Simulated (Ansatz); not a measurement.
Reaction (formal hydrolysis of a Ti–F bond): `[F][Ti]([Cl])([Cl])[Cl]` + H₂O → `[OH][Ti]([Cl])([Cl])[Cl]` + H–F

Computed with Ansatz on PBE0-D4/def2-TZVP structures; ΔE is electronic, products minus reactants. CBS: MP2 limit from def2 TZ/QZ plus the TZ coupled-cluster correction, frozen cores. This one scheme is used for every species. DFT in def2-TZVPP. For Ti outer-core shells are correlated without core-valence functions, which leaves a few kJ/mol of doubt a bond. Scalar relativity is left out up to krypton. Each species was taken in one conformer, which may not be the lowest.

CCSD(T)/CBS gives +28.7 kJ/mol.

Another level gave +35.5 kJ/mol. Which?
A. MP2/def2-TZVPP
B. r2SCAN/def2-TZVPP
C. B2PLYP/def2-TZVPP
D. CCSD/def2-TZVPP

C. B2PLYP 35.5, CCSD/def2-TZVPP 30.6, r2SCAN 41.6, MP2/def2-TZVPP 25.6 kJ/mol.

Largest T1 diagnostic among the species: 0.024, so the coupled-cluster value is less sure than usual.

The D4 term adds −4.0 kJ/mol with B3LYP and −2.2 kJ/mol with PBE0; it sums over pairs of atoms, weighted by their polarisabilities, and B3LYP, whose exchange is more repulsive, gets the larger term. Leaving LDA and LC-ωPBE aside and taking each functional with its dispersion term where it has one, the values, not all of them listed here, spread over 11.9 kJ/mol, from PBE-QIDH to B97M-V. LDA lies −7.9 kJ/mol from PBE without D4. In def2-TZVPP, CCSD(T) changes the Hartree–Fock value by −3.9 kJ/mol (the triples alone add −0.3 kJ/mol) and MP2 by −8.6 kJ/mol.

B3LYP here is the variant with VWN-RPA as its local correlation; programs differ in this.
